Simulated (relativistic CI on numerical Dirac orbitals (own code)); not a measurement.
**Cr5+: resonant inelastic scattering at the L2,3 edge**

Computed with this model: Dirac-Coulomb-Breit CI, orbitals from a KLI potential per configuration, QED by a radiative potential, valence Slater integrals scaled by 0.8, Kramers-Heisenberg scattering through one core-hole configuration in a parametric crystal field; configurations [Ar] 3d → [He] 2s2 2p5 3s2 3p6 3d2; 80 K; core-hole width 0.24 eV; summed over polarisations. Incident energies are the highest absorption maxima for each field (at most a few, so the weaker spin-orbit partner edge can be absent), on the computed scale of the free ion. Intensities are in per cent of the strongest line above 0.02 eV; levels within 1 cm⁻¹ are merged; final levels count from the ground level, the first row holds all elastic scattering, lines under 0.4 are left out and each table stops after 24 rows. The scale of the Slater integrals is a model choice and moves the terms in proportion.

Field parameters in Wybourne normalisation: Oh B⁴₀ = 21Dq, B⁴₄ = √(5/14) B⁴₀. The field is a parameter set, without covalency.

S is read from ⟨S²⟩ = S(S + 1).

Oh, 10Dq = 5900 cm⁻¹:

| Final level (eV) | Degeneracy | Irrep | S | 589.4 eV | 596.6 eV | 597.1 eV |
| --- | --- | --- | --- | --- | --- | --- |
| 0.000 | 4 | Γ8 | 0.50 | 117.4 | 159.2 | 173.2 |
| 0.071 | 2 | Γ7 | 0.50 | 16.5 | 91.6 | 48.5 |
| 0.762 | 4 | Γ8 | 0.50 | 62.0 | 28.7 | 100.0 |

Oh, 10Dq = 13250 cm⁻¹:

```tsv
Final level (eV)	Degeneracy	Irrep	S	589.4 eV	597 eV	597.5 eV
0.000	4	Γ8	0.50	181.6	94.9	179.5
0.069	2	Γ7	0.50	9.1	41.6	100.0
1.669	4	Γ8	0.50	29.1	77.1	79.9
```

For the first field the strongest loss at the lowest incident energy is the level at 0.76 eV (S = 0.50, against 0.50 in the thermal ground state).
